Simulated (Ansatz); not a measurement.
Gas-phase reaction R1 → P1 + P2, each structure at its B3LYP-D3(BJ)/def2-TZVP stationary point, reached from a drawn start (curvature not checked).
R1, BF2 (SMILES F[B]F) (charge 0, multiplicity 2):
```json
[
 {"atom": "B", "x (Å)": "-0.2108", "y (Å)": "-0.3726", "z (Å)": "0.0000"},
 {"atom": "F", "x (Å)": "1.0994", "y (Å)": "-0.3762", "z (Å)": "0.0000"},
 {"atom": "F", "x (Å)": "-0.8887", "y (Å)": "0.7487", "z (Å)": "0.0000"}
]
```
P1, BF (SMILES [B]F) (charge 0, multiplicity 1, Z-matrix in Å and degrees):
```
B
F 1 1.2649
```
P2: F atom, charge 0, multiplicity 2.

P less R. No zero-point or thermal terms; singlets are restricted closed shells; open shells are unrestricted; no spin–orbit coupling.

Frozen-core correlation throughout. CBS: X⁻³ extrapolation of the correlation energy, Hartree–Fock from the larger set.

Codes used: Ansatz (Gaussian basis) for Hartree–Fock, density functionals and correlated methods. All values are computed, each at the level named.

**Question.** Predict the reaction energy from CCSD(T)/cc-pVDZ.

**Answer.** 100.2 kcal/mol

**Question.** Estimate the reaction energy that SVWN5/def2-TZVPP returns for this input.

**Answer.** 142.6 kcal/mol

**Question.** Estimate the reaction energy that CCSD(T)/CBS(cc-pVTZ, cc-pVQZ) returns for this input.

**Answer.** 113.6 kcal/mol

Ansatz is a first-principles code.
